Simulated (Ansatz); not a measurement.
`N=C[NH][AlH][F]`, 9 atoms. Total charge 0; spin multiplicity 1. All runs use 2 threads of an AMD EPYC 7B13 on a shared host. Correlated methods freeze the cores.

**Question.** Give the basis size and wall time and peak host memory of each of these runs in Ansatz. RKS PBE0-D4/def2-QZVPP energy; RKS PBE0-D4/def2-TZVP frequencies; RKS r2SCAN-D4/def2-TZVPP energy and forces; RKS PBE0-D4/def2-TZVP relaxation (7 steps); RHF-CCSD(T)/def2-TZVPP energy; RKS ωB97X-V/def2-TZVPP energy; RKS ωB97M-V/def2-QZVPP energy; RKS r2SCANh-D4/def2-TZVPP energy; RHF-CCSD(T)/def2-SVP energy; RKS ωB97M-V/def2-SVP energy; direct RPA on PBE orbitals/def2-TZVPP energy; RKS BLYP-D4/def2-TZVPP energy. (An estimate is asked.)

**Answer.** Ansatz gave: Other jobs shared the machine, so times are rough.

| level | job | functions | wall time | peak host memory (GiB) |
| --- | --- | --- | --- | --- |
| RKS BLYP-D4/def2-TZVPP | energy | 222 | 2.5 s | 0.26 |
| RKS ωB97M-V/def2-SVP | energy | 94 | 4 s | 0.29 |
| RHF-CCSD(T)/def2-SVP | energy | 94 | 4.5 s | 0.37 |
| RKS r2SCAN-D4/def2-TZVPP | energy and forces | 222 | 4.7 s | 0.29 |
| RKS r2SCANh-D4/def2-TZVPP | energy | 222 | 4.8 s | 0.49 |
| RKS ωB97X-V/def2-TZVPP | energy | 222 | 8 s | 0.58 |
| direct RPA on PBE orbitals/def2-TZVPP | energy | 222 | 8 s | 0.53 |
| RKS PBE0-D4/def2-QZVPP | energy | 418 | 12 s | 1.1 |
| RKS ωB97M-V/def2-QZVPP | energy | 418 | 22 s | 1.4 |
| RKS PBE0-D4/def2-TZVP | relaxation (7 steps) | 185 | 29 s | 0.43 |
| RHF-CCSD(T)/def2-TZVPP | energy | 222 | 110 s | 3.6 |
| RKS PBE0-D4/def2-TZVP | frequencies | 185 | 2.3 min | 0.44 |
